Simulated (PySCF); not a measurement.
BrClH₄Si₂.
Numbering: `[SiH3:1][Si@@H:2]([Cl:3])[Br:4]` (hydrogens: H5, H6, H7 on Si1; H8 on Si2)

A GFN2-xTB structure with every atom displaced at random (by about 0.01 Å) was refined with PySCF, PBE0-D3(BJ)/def2-SVP geometry optimisation, gas phase. Values at the start:

```tsv
coordinate	start
Si1–Si2	2.298 Å
Si1–H5	1.454 Å
Si2–Cl3	2.019 Å
Si2–Br4	2.225 Å
Si2–H8	1.439 Å
Si1–Si2–Cl3	112.1°
Si1–Si2–Br4	109.5°
Si1–Si2–H8	119.8°
Si2–Si1–H5	113.2°
Cl3–Si2–Br4	106.8°
Cl3–Si2–H8	105.9°
Br4–Si2–H8	101.6°
H5–Si1–H6	108.9°
```

Task: How do these coordinates change at the PBE0-D3(BJ)/def2-SVP level?

Result: 
```tsv
coordinate	PBE0-D3(BJ)/def2-SVP (Å or °)	change
Si2–Cl3	2.069	+0.050
Si2–H8	1.488	+0.049
Si1–Si2	2.337	+0.039
Si1–H5	1.492	+0.038
Si2–Br4	2.227	+0.002
Si2–Si1–H5	106.9	-6.3
Br4–Si2–H8	107.3	+5.7
Si1–Si2–Cl3	108.1	-4.0
Si1–Si2–H8	116.3	-3.5
Cl3–Si2–Br4	109.9	+3.1
Si1–Si2–Br4	107.3	-2.2
Cl3–Si2–H8	107.9	+2.0
H5–Si1–H6	110.1	+1.2
```

The energy falls by 14.5 kJ/mol over 8 energy and gradient evaluations, the largest force component goes from 0.0208 to 3.5e-04 Eh/bohr, and the atoms move by 0.083 Å rms after alignment. Among the bonds, Si2–Cl3 and Si2–H8 change most and about equally (+0.049 to +0.050 Å). Bonds longer at the end by more than 0.005 Å: 6 of 7; shorter: 0. Rotational constants go from 2157, 1349, 884.0 to 2141, 1306, 869.4 MHz.

The run used 106 basis functions and 44 SCF cycles in all. Hardware: an Arm Neoverse N1 with one thread, on a shared host. Cost: 58 s, 0.45 GiB resident at most.

No frequency check.
